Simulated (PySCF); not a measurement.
# Steps of a relaxation of Bi(OH)3

Bi(OH)3 (singlet; a saddle point, relaxed within its symmetry). PySCF 2.14.0, RKS PBE0, Bi def2-SVP with ECP60, O def2-SVP, H def2-SVP; non-relativistic Hamiltonian with scalar-relativistic core potentials where named; density fitting; no spin-orbit coupling. Origin of the start: template. Columns: position (Å) and force (eV/Å). Energies are counted from the last step; some of the 17 steps are shown. Forces carry noise of the integration grid, about 0.01 to 0.03 eV/Å.

Run from Python with OMP_NUM_THREADS=2. Where DIIS fails, smearing, a level shift and second-order steps follow.
It took 31 s on 2 threads of Arm Neoverse V2 (shared host), from the converged density of the start.

```xyz
7
step 0  E = 2.277 eV
Bi    0.0000    0.0000   -0.0041    -0.01    0.00   -1.30
O     2.0240    0.0000   -0.0041     2.34    0.00    0.49
H     2.9240    0.0000    0.3459    -0.09    0.00   -0.06
O    -1.0120    1.7528   -0.0041    -1.17    2.02    0.49
H    -1.4620    2.5323    0.3459     0.04   -0.07   -0.06
O    -1.0120   -1.7528   -0.0041    -1.17   -2.02    0.49
H    -1.4620   -2.5323    0.3459     0.04    0.07   -0.06
```

```xyz
7
step 5  E = 0.791 eV
Bi    0.0000    0.0000   -0.8502    -0.01    0.00    0.35
O     1.9398    0.0000   -0.1028     1.30    0.00    1.29
H     2.5064    0.0000    0.7268    -1.60    0.00   -1.40
O    -0.9699    1.6799   -0.1028    -0.65    1.13    1.28
H    -1.2532    2.1706    0.7268     0.80   -1.38   -1.40
O    -0.9699   -1.6799   -0.1028    -0.65   -1.13    1.28
H    -1.2532   -2.1707    0.7268     0.80    1.38   -1.40
```

```xyz
7
step 11  E = 0.036 eV
Bi    0.0000    0.0000   -1.1126     0.00    0.00    0.75
O     1.8541    0.0000   -0.1257    -0.14    0.00   -0.32
H     1.8803    0.0000    0.8371    -0.18    0.00    0.06
O    -0.9270    1.6057   -0.1257     0.07   -0.12   -0.31
H    -0.9402    1.6284    0.8371     0.09   -0.16    0.06
O    -0.9270   -1.6057   -0.1257     0.07    0.12   -0.31
H    -0.9402   -1.6284    0.8371     0.09    0.16    0.06
```

Problem. Where does the relaxation end?

Solution. It converges at step 16 in C3v:
```xyz
7
step 16  E = 0
Bi    0.0000    0.0000   -1.1379
O     1.8212    0.0000   -0.1210
H     1.7389    0.0000    0.8408
O    -0.9106    1.5772   -0.1210
H    -0.8695    1.5059    0.8408
O    -0.9106   -1.5772   -0.1210
H    -0.8694   -1.5059    0.8408
```

Problem. How did the contacts change?

Solution. 
```
    contact  start (Å)  end (Å)
Bi1–O2 (OH)      2.024    2.086
Bi1–O4 (OH)      2.024    2.086
Bi1–O6 (OH)      2.024    2.086
```
